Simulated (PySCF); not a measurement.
Constitutional and geometric isomers with formula H4O2Si2. Isolated molecules, 0 K electronic values unless said otherwise. One relaxed conformer stands for each flexible species; it need not be the lowest. Strings in code marks are SMILES.

Level of theory: PBE-D3(BJ)/def2-TZVP // r2SCAN-D4/def2-TZVP (PySCF). Delta-SCF ions had no search for a lower state. Excitations are Tamm–Dancoff values on a coarser integration grid. The basis has no diffuse functions, so Rydberg states are missing or too high.

```csv
species,S1 oscillator strength,vertical ionisation energy (Delta-SCF) (eV),S1 excitation (TDA) (eV)
`O=[Si]([SiH3])O` (Si–Si–O–H torsion 0°),0.003,9.94,4.19
"`[SiH](=O)[SiH2]O` (O–Si–Si–O torsion 180°, Si–Si–O–H torsion 180°)",0.002,9.49,3.28
`O=[SiH]O[SiH3]` (O–Si–O–Si torsion 1°),0.001,–,4.90
"`[SiH](=[SiH]\O)/O` (H–O–Si–Si torsion -58°, Si–Si–O–H torsion 58°)",0.000,7.56,3.05
```
